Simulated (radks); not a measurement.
Results of a calculation; reference values are marked as such.
Species: Tc VI. Configuration: [Kr] 4d2. Level of theory: Dirac Kohn-Sham, PBE, spin-unpolarised, spherical densities, finite nucleus; open shells fill j = l - 1/2 first; Fermi nuclear charge, rms radius 4.4112 fm (a radial shooting solver on a logarithmic mesh with Libxc functionals).

Spin-orbit splittings of the eigenvalues, e(l+1/2) - e(l-1/2), with zeta = 2 splitting/(2l+1) and mean radii in bohr:

shell,occ.,splitting (eV),zeta (eV),<r> j=l-1/2,<r> j=l+1/2
2p,6,118.2,78.83,0.1271,0.1318
3p,6,19.81,13.20,0.4087,0.4193
3d,10,3.812,1.525,0.3964,0.3998
4p,6,3.210,2.140,1.108,1.133
4d,2,0.4293,0.1717,1.371,1.379
